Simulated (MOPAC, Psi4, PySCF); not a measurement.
Approach curve of the dimer C2H6 ··· O2S (SMILES CC and O=S=O). Monomers: optimised at B3LYP-D3(BJ) (def2-TZVP), held rigid. Orientation: a random orientation, not optimised. Only R, the distance of the centres of mass, is varied, so the lowest point isn't the relaxed dimer.

Geometry at R = 4.66 Å (first 8 atoms: monomer A):
```
11

C      0.7614    -0.0474     0.0203
C     -0.7614     0.0474    -0.0203
H      1.2092     0.8938     0.3451
H      1.1706    -0.2847    -0.9638
H      1.0923    -0.8255     0.7110
H     -1.0923     0.8255    -0.7110
H     -1.1706     0.2847     0.9638
H     -1.2092    -0.8938    -0.3451
O      3.7213     4.0238    -0.4201
S      3.7058     2.6428    -0.0174
O      3.8837     1.6253    -1.0186
```

Levels: MP2/aug-cc-pVDZ = DF-MP2/aug-cc-pVDZ, frozen core, counterpoise-corrected (Psi4 1.11); RKS-M06-2X/6-31G* = restricted M06-2X/6-31G*, spherical d, no counterpoise correction in PySCF; PM3, restricted, heats of formation (MOPAC); PBE/def2-TZVP, counterpoise-corrected (Psi4); SAPT0/jun-cc-pVDZ, frozen core (Psi4).

Interaction energies in kJ/mol (negative: bound); R is the distance of the centres of mass, d the H3···S10 distance.

| R / Å | d / Å | MP2/aug-cc-pVDZ | RKS-M06-2X/6-31G* | PM3 | PBE/def2-TZVP | SAPT0/jun-cc-pVDZ |
|---|---|---|---|---|---|---|
| 4.09 | 2.50 | 7.84 | 1.64 | 8.03 | 8.28 | 8.43 |
| 4.24 | 2.65 | 3.14 | -1.44 | 4.72 | 4.29 | 4.04 |
| 4.44 | 2.85 | -0.05 | -2.82 | 2.69 | 1.42 | 0.96 |
| 4.66 | 3.07 | -1.39 | -2.80 | 1.67 | 0.01 | -0.47 |
| 4.88 | 3.29 | -1.68 | -2.32 | 1.11 | -0.51 | -0.92 |
| 5.05 | 3.46 | -1.61 | -1.93 | 0.84 | -0.62 | -0.97 |
| 5.39 | 3.80 | -1.23 | -1.23 | 0.50 | -0.53 | -0.80 |
| 5.69 | 4.10 | -0.90 | -0.75 | 0.33 | -0.35 | -0.61 |
| 6.20 | 4.61 | -0.51 | -0.23 | 0.18 | -0.12 | -0.35 |
| 6.84 | 5.25 | -0.26 | -0.01 | 0.10 | -0.01 | -0.18 |
| 7.85 | 6.26 | -0.10 | 0.02 | 0.06 | 0.01 | -0.07 |
| 9.14 | 7.55 | -0.04 | 0.01 | 0.04 | 0.00 | -0.03 |

Lowest grid point: MP2/aug-cc-pVDZ -1.68 kJ/mol at R = 4.88 Å; RKS-M06-2X/6-31G* -2.82 kJ/mol at R = 4.44 Å; PM3 0.04 kJ/mol at R = 9.14 Å; PBE/def2-TZVP -0.62 kJ/mol at R = 5.05 Å; SAPT0/jun-cc-pVDZ -0.97 kJ/mol at R = 5.05 Å.
